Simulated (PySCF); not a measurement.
## Stationary points of NbF₄

Level of theory: B3LYP in PySCF with Nb def2-SVP with ECP28, F def2-SVP; scalar-relativistic core potentials, no spin–orbit coupling; density-fitted integrals.

Relaxations began from a few typed shapes; open shells are unrestricted. The search is not exhaustive: other isomers or separated fragments can lie lower, and high-lying points may rest on an excited occupation.

(1) Which is the lowest minimum found?
A. doublet D2d: Nb–F 1.875 Å (×4); F–Nb–F 98.2° (×2), F–Nb–F 115.4° (×4)
B. doublet D2d: Nb–F 1.866 Å (×4); F–Nb–F 99.2° (×4), F–Nb–F 132.9° (×2)
C. doublet D4h: Nb–F 1.874 Å (×4); F–Nb–F 90.0° (×4), F–Nb–F 180.0° (×2)
D. doublet D2d: Nb–F 1.866 Å (×4); F–Nb–F 99.4° (×4), F–Nb–F 132.2° (×2)

## Answers

(1) D. The others lie at 0.4 (doublet D2d), 19.8 (doublet D2d, a saddle point), 73.5 (doublet D4h, a saddle point) kJ/mol above it.

Formally Nb is in oxidation state +4, d1, with 1 unpaired electron. The Mulliken spin on Nb is 0.95. The polar-tensor charge on Nb, 2.57, is below the formal one.

For the lowest minimum: with open d or f shells other occupations or spin states may lie lower.
